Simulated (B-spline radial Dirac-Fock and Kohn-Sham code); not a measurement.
## K electron-impact ionisation of neutral atoms, C to Fe

The computed values come from a B-spline atomic structure program: the relativistic binary-encounter-Bethe (RBEB) model with Dirac-Fock orbital kinetic energies; direct ionisation only. It is a semi-empirical estimate, with tabulated edges as binding energies. Cross sections in barn.

```
 Z  element   5 keV  10 keV  20 keV  30 keV  100 keV  200 keV
 6        C  179000  116000   70700   52400    22500    15200
 7        N  105000   71500   45000   33700    14800    10000
 8        O   67400   48400   31400   23900    10600     7260
 9        F   44400   33800   22700   17400     7940     5450
10       Ne   29800   24200   16800   13100     6090     4210
12       Mg   13400   12600    9510    7640     3740     2620
13       Al    8980    9220    7290    5960     3000     2120
14       Si    6020    6820    5660    4710     2440     1730
15        P    3990    5060    4430    3760     2010     1440
16        S    2620    3790    3510    3030     1670     1210
17       Cl    1680    2850    2800    2470     1410     1030
18       Ar    1020    2130    2230    2020     1190      875
19        K     589    1600    1800    1660     1010      753
20       Ca     298    1190    1450    1370      869      652
21       Sc     114     884    1170    1140      749      568
22       Ti    5.39     652     952     949      650      498
23        V       –     474     775     794      567      439
24       Cr       –     339     631     666      496      388
25       Mn       –     236     513     559      435      345
26       Fe       –     159     417     471      384      307
```
